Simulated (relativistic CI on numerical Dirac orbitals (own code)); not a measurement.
Computed by Dirac-Coulomb-Breit CI, KLI orbitals optimised for each configuration, a model potential for QED, unscaled Slater integrals (own radial code, finite nucleus).

Configurations in the expansion (outside the closed core [Ne]): 3s²3p⁶3d³, 3s²3p⁵3d⁴, 3s3p⁶3d⁴, 3s²3p⁶3d²4s, 3s²3p⁶3d²4p, 3s²3p⁶3d²4d, 3s²3p⁶3d²4f, 3s²3p⁶3d4s4p, 3s²3p⁵3d³4s, 3s²3p⁶3d²5s, 3s²3p⁵3d³4p, 3s²3p⁶3d²5p, 3s²3p⁶3d²5d, 3s²3p⁶3d4p4d, 3s²3p⁶3d²5f, 3s²3p⁶3d²5g, 3s3p⁶3d³4s, 3s²3p⁶3d²6s, 3s²3p⁶3d²6p, 3s²3p⁶3d²6d, 3s3p⁶3d³4p, 3s²3p⁵3d³5s, 3p⁶3d⁵, 3p⁵3d⁶, 3s²3p⁶3d4s², 3s²3p⁶4s²4p, 3s²3p⁶4s²4d, 3s²3p⁶4s²4f, 3s²3p⁶3d4p², 3s²3p⁶4s4p², 3s²3p⁶4p³, 3s²3p⁶4p²4d, 3s²3p⁶4p²4f, 3s²3p⁶3d4s4d, 3s²3p⁶4s4p4d, 3s²3p⁶4s4d², 3s²3p⁶4s4d4f, 3s²3p⁶3d4d², 3s²3p⁶4p4d², 3s²3p⁶4d³, 3s²3p⁶4d²4f, 3p⁶3d⁴4s, 3p⁵3d⁵4s, 3s3p⁶3d²4s², 3s3p⁶3d4s²4p, 3s3p⁶3d4s²4d, 3s3p⁶3d4s²4f. Double excitations out of closed p, d and f shells are left out; levels of such configurations are missing from the list, as are those of other unlisted configurations, and high levels can miss mixing partners. These lack a partner that the ground configuration has and come out too high: 3s²3p⁵3d³4p, 3s²3p⁵3d³5s.

At this charge energies of transitions that change n are usually good to better than 1 %, and those within a shell (Δn = 0) to a few per cent. Terms inside the open d or f shell come out 10 to 20 % too wide with unscaled integrals.

Outline of the computed level scheme of Se XIV. Lowest level of each configuration: 3s²3p⁶3d³ ⁴F3/2 at 0.0000 eV; 3s²3p⁵3d⁴ ⁶D°7/2 at 83.2605 eV.

Some strong electric-dipole decays among the lowest 45 levels: 3s²3p⁵3d⁴ ⁴G°9/2 → 3s²3p⁶3d³ ⁴F7/2 (3.5e+09 s⁻¹); 3s²3p⁵3d⁴ ⁴H°7/2 → 3s²3p⁶3d³ ⁴F5/2 (2.6e+09 s⁻¹); 3s²3p⁵3d⁴ ⁴G°11/2 → 3s²3p⁶3d³ ⁴F9/2 (1.5e+09 s⁻¹).

LS names give the leading component of a level, which can be under half, so a name can repeat, a term be missing and a line seem to break the LS rules.
